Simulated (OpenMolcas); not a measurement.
**Pd2+: moving the ligands**

Pd2+ with 4 ligands (sulfide) in tetrahedral coordination (Td) at 2.42 Å. A charge of +1.5 e stands 2.8 Å behind each ligand. Ligand basis ANO-RCC-VDZP.
```
Pd    0.0000    0.0000    0.0000
S     1.3972    1.3972    1.3972
S     1.3972   -1.3972   -1.3972
S    -1.3972    1.3972   -1.3972
S    -1.3972   -1.3972    1.3972
```

```
Program             : OpenMolcas 26.06
Method              : SS-CASPT2, IPEA 0.25 Eh, imaginary shift 0.1 Eh (closed shells correlated: 4s 4p and the ligand valence shells)
Basis               : ANO-RCC-VDZP [6s5p3d1f]
Scalar Hamiltonian  : DKH2, point nucleus
Active space        : 8 electrons in 5 orbitals (4d)
State averaging     : 2S+1 = 3 even, 10 roots; 2S+1 = 1 even, 15 roots
Spin-orbit coupling : state interaction with AMFI integrals over the reference wave functions
```

Runs around this geometry, states (labels of Td). Energies in cm-1 above the lowest state or level, χT in cm3 K/mol; under a threefold ground state the first gap can be a small split of the lowest multiplet, not the spin-orbit step.

```json
{"R (Å)": "2.28", "Ground state": "3T1", "First state of that spin": "3T2 1650", "First gap with spin-orbit (degeneracies)": "370 (1, 3)", "χT at 300 K": "2.025", "First state of another spin": "2S+1 = 1: 350"}
{"R (Å)": "2.42", "Ground state": "3T1", "First state of that spin": "3T2 3250", "First gap with spin-orbit (degeneracies)": "680 (1, 3)", "χT at 300 K": "1.656", "First state of another spin": "1T2 240"}
{"R (Å)": "2.5", "Ground state": "1T2", "First state of that spin": "1T2 2450", "First gap with spin-orbit (degeneracies)": "650 (1, 3)", "χT at 300 K": "1.763", "First state of another spin": "3T1 330"}
```

The ground state changes within this set.

Roots that are degenerate in the reference are averaged as groups; the widest CASPT2 spread within a group is 2300 cm-1 (the 3-fold group of multiplicity 1 near 2060 cm-1 above the lowest state of its run, R = 2.42). Shifts and gaps below about the spread of the groups concerned are not significant. Over all roots computed the reference weight is 0.61 to 0.68 in R = 2.28, 0.61 to 0.69 in R = 2.42, 0.61 to 0.70 in R = 2.5; the roots of lowest weight are the least certain, and an intruder state may touch them. An orbital triplet at a regular site is open to Jahn-Teller coupling, which can distort the site and quench the lowest spin-orbit gaps and is left out. Real 4d8 and 5d8 ions are as a rule square planar and diamagnetic. The sulfide ions are held by bare point charges, a crude embedding. Ligand-to-metal charge-transfer states are missing. With no ligand orbital active B as a rule stays too high, so bands that hang on it stand too high and its fall with covalency is understated. With one d shell and no ligand orbital active, 10Dq can be off by a tenth or more. The least metal-like active orbital is 75 % on the metal (Löwdin) and no ligand orbital is active, so the numbers are rough (holds for R = 2.28). The least metal-like active orbital is 83 % on the metal (Löwdin) and no ligand orbital is active, so the numbers are rough (holds for R = 2.42). No measured value stands beside these numbers; the geometry is a model, was not optimised and need not be the one that this ion takes.

A state without a sure symmetry label is named by its multiplicity alone.
